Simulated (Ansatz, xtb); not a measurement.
## Two structures of BH8NSbSi+

Structure a: `N[BH][SbH2+][SiH3]`, a singlet. Structure b: a singlet given by its coordinates. Both are isolated ions in the gas phase, relaxed with B3LYP-D3(BJ)/def2-SVP; the shapes shown needn't be the lowest conformers.

a (Å):

```yaml
atoms:
  - { symbol: B, position_ang: [-1.0786, 0.8713, 0.1408] }
  - { symbol: N, position_ang: [-2.1538, 1.2822, 0.8796] }
  - { symbol: Sb, position_ang: [1.0256, 1.4695, 0.7683] }
  - { symbol: Si, position_ang: [2.7341, -0.4235, 1.3232] }
  - { symbol: H, position_ang: [-2.1317, 1.8638, 1.7120] }
  - { symbol: H, position_ang: [-3.1008, 1.0194, 0.6082] }
  - { symbol: H, position_ang: [-1.1278, 0.1905, -0.8412] }
  - { symbol: H, position_ang: [1.6999, 2.4087, -0.4631] }
  - { symbol: H, position_ang: [1.0037, 2.5588, 2.0629] }
  - { symbol: H, position_ang: [2.7506, -1.2507, 0.0947] }
  - { symbol: H, position_ang: [2.1432, -1.1012, 2.5004] }
  - { symbol: H, position_ang: [4.0013, 0.2907, 1.6000] }
```

b (Å):

```tsv
atom	x (Å)	y (Å)	z (Å)
B	-1.8147	0.1239	1.6523
N	-0.3242	0.6149	1.4497
Sb	-1.4779	-1.6508	-0.6617
Si	0.6128	-0.8207	0.6898
H	-1.8788	-0.8018	2.4177
H	-2.6510	0.9896	1.6513
H	-0.2843	1.4583	0.8646
H	0.0508	0.8970	2.3659
H	0.9820	-1.6745	1.8394
H	1.7630	-0.2728	-0.0652
H	-2.2842	-0.3867	0.4063
H	-1.1944	-0.3312	-1.7374
```

Close contacts (Å): B1–N2 1.58, N2–Si4 1.88, Sb3–Si4 2.62, B1–H5 1.20, B1–H6 1.20, B1–H11 1.43, N2–H7 1.03, N2–H8 1.03, Sb3–H11 1.84, Sb3–H12 1.73, Si4–H9 1.48, Si4–H10 1.48.

Q: Which of the two would you expect CCSD(T)/def2-SVP + ΔMP2/def2-TZVPP electronic energies to favour?

A: Not settled: CCSD(T)/def2-SVP + ΔMP2/def2-TZVPP gives E(b) − E(a) = −0.087 eV, but this leans on the basis-set step: CCSD(T) alone gives +0.061 eV.

Level by level:

```tsv
level	geometry	E(b) − E(a) (eV)	departure from the last row (eV)	job, with rough time for the two
B3LYP-D3(BJ)/def2-SVP	B3LYP-D3(BJ)/def2-SVP	−0.100	−0.013	optimisation, 3.4 min
HF/def2-SVP	B3LYP-D3(BJ)/def2-SVP	+0.376	+0.463	part of the CCSD(T) run
MP2/def2-SVP	B3LYP-D3(BJ)/def2-SVP	+0.061	+0.148	part of the CCSD(T) run
CCSD(T)/def2-SVP	B3LYP-D3(BJ)/def2-SVP	+0.061	+0.149	single point
CCSD(T)/def2-SVP + ΔMP2/def2-TZVPP	B3LYP-D3(BJ)/def2-SVP	−0.087		single point, 53 s
```

HF/def2-SVP, MP2/def2-SVP, CCSD(T)/def2-SVP put the two in the other order. The largest departure from CCSD(T)/def2-SVP + ΔMP2/def2-TZVPP is that of HF/def2-SVP, 0.463 eV. Levels run at GFN2-xTB geometries aren't shown. The last row adds to CCSD(T) the change of the MP2 difference between the two basis sets, here −0.149 eV, a large step that makes the value less sure.

With harmonic frequencies from B3LYP-D3(BJ)/def2-SVP (ideal gas, rigid rotor, one conformer each, 298.15 K, 1 atm): on the last row, ΔE + ΔZPE = +0.016 eV. A mode under 50 cm⁻¹ makes harmonic enthalpies and free energies unreliable, so none is given.

The correlated steps freeze 11 core orbitals; the filled d shell of Sb is correlated, in a basis made for valence electrons. Atoms past krypton carry core potentials in the def2 sets and no spin–orbit term is included. Run with Ansatz 0.2.0; the last row on 2 threads of Intel(R) Xeon(R) Platinum 8375C CPU @ 2.90GHz (Ice Lake) on a shared host.
